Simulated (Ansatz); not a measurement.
A search over several starts for the lowest SCF solution of the cluster Be2Cl4⁻ at the given spin, in a small basis.

```yaml
crystal:
  periodic: [false, false, false]
  atoms:
    - {symbol: Be, position_ang: [1.784088, 1.162395, -0.267867]}
    - {symbol: Be, position_ang: [-0.611088, -0.396850, 0.092576]}
    - {symbol: Cl, position_ang: [0.098039, 1.227327, -1.359511]}
    - {symbol: Cl, position_ang: [1.431257, -0.247618, 1.120003]}
    - {symbol: Cl, position_ang: [-0.727786, -2.098574, -0.856966]}
    - {symbol: Cl, position_ang: [-1.974520, 0.353319, 1.271766]}
basis:
  gaussian: {orbitals: def2-SVP, initial_orbitals: start.molden}
total_charge: -1
magnetization: {spin_polarized: true, initial_magnetization: 1}
hamiltonian: {xc: pbe, dispersion: d4}
output: {orbitals: {seedname: orbitals}}
```

The file start.molden holds the orbitals of an earlier run on this structure, at another level or in another basis.

```sh
$ ansatz run in.yaml --threads 4 --pin off --events-out ev --progress --plain --max-ram 4787MiB
```

It prints (some lines left out):

```
Functional definition: PBE
1048 factors; their error is unknown
mean field evaluation 1: about -50852.1214 eV, gradient 9.7e1 eV
mean field evaluation 2: about -50861.7595 eV, gradient 1.2e1 eV
mean field evaluation 4: about -50863.5662 eV, gradient 2.5e-2 eV
mean field evaluation 8: about -50863.0883 eV, gradient 8.2e0 eV
mean field evaluation 16: about -50863.4993 eV, gradient 3.2e-3 eV
mean field -50863.49928017 eV, -1869.1991220281 hartree, gradient 6.4e-5 eV, S^2 0.751403; 1 other end points of the search recorded, 0 dependent functions left out
reference -50863.49933089 eV, -1869.1991238921 hartree; 39, 38 occupied and 51, 52 virtual orbitals, 1048 factors
Total energy: -50863.76403265 eV, -1869.2088515024 hartree
```

Run time 1.9 s (4 threads of Arm Neoverse V1 on a shared host).

Another isomer (doublet) lies 0.31 eV lower at PBE0-D4/def2-TZVPD; other spin states weren't run for this one.
